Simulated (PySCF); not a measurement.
C3H7FOSi, SMILES C/C(=C\F)[SiH2]O. Atoms are numbered in the order given.

```xyz
13

C     -2.0343    -0.3424    -0.0941
C     -0.5781     0.0221    -0.0889
C     -0.1418     1.2375    -0.4278
F     -0.9555     2.2303    -0.7899
Si     0.7180    -1.2361     0.3871
O      2.2314    -0.5329     0.4685
H     -2.6634     0.5097    -0.3862
H     -2.3616    -0.6864     0.9009
H     -2.2340    -1.1693    -0.7958
H      0.9105     1.5380    -0.4474
H      0.3314    -1.8454     1.7012
H      0.8103    -2.3153    -0.6358
H      2.4270    -0.0379     1.2689
```
Charge 0, spin multiplicity 1.

Geometry optimised at PBE0-D3(BJ)/def2-SVP. The structure was generated by enumeration; whether it is a known compound was not checked. Other conformers were not sampled.

All values below come from B3LYP/def2-TZVP run with PySCF.

ESP charges are fitted to the potential on shells at 1.4 to 2.0 van der Waals radii. Atomic charges (e):

```tsv
atom	Löwdin	ESP fit	meta-Löwdin
C1	-0.28	-0.50	[?]
C2	-0.31	0.03	-0.29
C3	-0.28	-0.03	0.17
F4	0.17	-0.14	[?]
Si5	0.23	0.42	[?]
O6	-0.14	-0.62	[?]
H7	0.13	0.17	0.12
H8	0.13	0.14	0.12
H9	0.13	0.15	0.12
H10	0.13	0.13	[?]
H11	-0.05	-0.11	-0.14
H12	-0.04	-0.06	-0.12
H13	0.18	0.40	0.35
```

Question: What belongs in the gaps? (The exact figures need the calculation; the answer reports its results.)

Answer: 
- C1, meta-Löwdin: -0.33
- F4, meta-Löwdin: -0.27
- Si5, meta-Löwdin: 0.90
- O6, meta-Löwdin: -0.75
- H10, meta-Löwdin: 0.12

Computed Mayer and Wiberg (Löwdin basis) orders of the bonds:
| bond | Mayer | Wiberg |
|---|---|---|
| C1–C2 | 0.93 | 1.26 |
| C2–C3 | 1.78 | 1.99 |
| C3–F4 | 1.03 | 1.76 |
| C2–Si5 | 0.95 | 1.04 |
| Si5–O6 | 1.13 | 1.64 |
| C1–H7 | 0.97 | 0.89 |
| C1–H8 | 0.96 | 0.89 |
| C1–H9 | 0.96 | 0.89 |
| C3–H10 | 0.98 | 0.86 |
| Si5–H11 | 0.93 | 0.92 |
| Si5–H12 | 0.94 | 0.92 |
| O6–H13 | 0.88 | 1.03 |
